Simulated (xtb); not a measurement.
bromotrifluoromethane (CBrF₃), singlet, geometry from GFN2-xTB; GFN1-xTB (xtb).

The xtb input:
```
$ xtb mol.xyz --gfn 1 --acc 0.1 --json

# file mol.xyz
5

F     -1.25521109    -0.59016274    -1.10733380
C     -0.81788382     0.01960982    -0.02293889
F     -1.31527921    -0.58708967     1.03701563
F     -1.24067541     1.26863000    -0.03657222
Br     1.12022270    -0.02685878     0.03141848
```

Question: Write the output that xtb gives for this input, abridged.

Answer: 
```
   ID    Z sym.   atoms
    1    9 F      1, 3, 4
    2    6 C      2
    3   35 Br     5

           -------------------------------------------------
          |                Calculation Setup                |
           -------------------------------------------------

           -------------------------------------------------
          |                 G F N 1 - x T B                 |
           -------------------------------------------------

          ...................................................
          :                      SETUP                      :
          :.................................................:
          :  # basis functions                  26          :
          :  # atomic orbitals                  25          :
          :  # shells                           11          :
          :  # electrons                        32          :
          :  # halogen bonds                     0          :
          :  max. iterations                   250          :
          :  Hamiltonian                  GFN1-xTB          :
          :  restarted?                      false          :
          :  GBSA solvation                  false          :
          :  PC potential                    false          :
          :  electronic temp.          300.0000000     K    :
          :  accuracy                    0.1000000          :
          :  -> integral cutoff          0.3500000E+02      :
          :  -> integral neglect         0.1000000E-08      :
          :  -> SCF convergence          0.1000000E-06 Eh   :
          :  -> wf. convergence          0.2000000E-05 e    :
          :  Broyden damping             0.4000000          :
          :  net charge                          0          :
          :  unpaired electrons                  0          :
          ...................................................

 iter      E             dE          RMSdq      gap      omega  full diag
   1    -21.2126560 -0.212127E+02  0.685E+00    6.77       0.0  T
   2    -21.4192901 -0.206634E+00  0.430E+00    4.80       1.0  T
   3    -21.4659837 -0.466937E-01  0.219E+00    5.48       1.0  T
   4    -21.4665261 -0.542326E-03  0.481E-01    5.24       1.0  T
   5    -21.4684804 -0.195436E-02  0.281E-02    5.36       1.6  T
   6    -21.4684871 -0.671833E-05  0.406E-03    5.35      11.0  T
   7    -21.4684872 -0.919214E-07  0.202E-03    5.35      22.2  T
   8    -21.4684872 -0.278493E-07  0.740E-05    5.35     604.3  T
[...]
         :: total energy             -21.429283366219 Eh    ::
[...]
        15        2.0000           -0.4961201             -13.5001
        16        2.0000           -0.4961201             -13.5001 (HOMO)
        17                         -0.2995532              -8.1513 (LUMO)
        18                         -0.1562243              -4.2511
        19                         -0.1562243              -4.2511
        20                         -0.1462481              -3.9796
        21                         -0.1462481              -3.9796
        22                         -0.0014293              -0.0389
        23                          0.0740447               2.0149
        24                          0.0740447               2.0149
        25                          0.1620106               4.4085
      -------------------------------------------------------------
                  HL-Gap            0.1965669 Eh            5.3489 eV
             Fermi-level           -0.3978366 Eh          -10.8257 eV

  Mulliken/CM5 charges         n(s)   n(p)   n(d)
     1F    -0.21957 -0.24256   1.807  5.412  0.000
     2C     0.68736  0.73401   1.013  2.299  0.000
     3F    -0.21957 -0.24256   1.807  5.412  0.000
     4F    -0.21957 -0.24256   1.807  5.412  0.000
     5Br   -0.02865 -0.00633   1.948  5.099 -0.019

Wiberg/Mayer (AO) data.
largest (>0.10) Wiberg bond orders for each atom

 ---------------------------------------------------------------------------
     #   Z sym  total        # sym  WBO       # sym  WBO       # sym  WBO
 ---------------------------------------------------------------------------
     1   9 F    1.102 --     2 C    0.963
     2   6 C    3.775 --     4 F    0.963     3 F    0.963     1 F    0.963
                             5 Br   0.885
     3   9 F    1.102 --     2 C    0.963
     4   9 F    1.102 --     2 C    0.963
     5  35 Br   1.032 --     2 C    0.885
 ---------------------------------------------------------------------------

Topologies differ in total number of bonds
Writing topology from bond orders to xtbtopo.mol

 dipole moment from electron density (au)
     X       Y       Z
   0.1391  -0.0033   0.0039  total (Debye):    0.354

           -------------------------------------------------
          | TOTAL ENERGY              -21.429283366219 Eh   |
          | GRADIENT NORM               0.004698306806 Eh/α |
          | HOMO-LUMO GAP               5.348857143637 eV   |
           -------------------------------------------------

normal termination of xtb
```
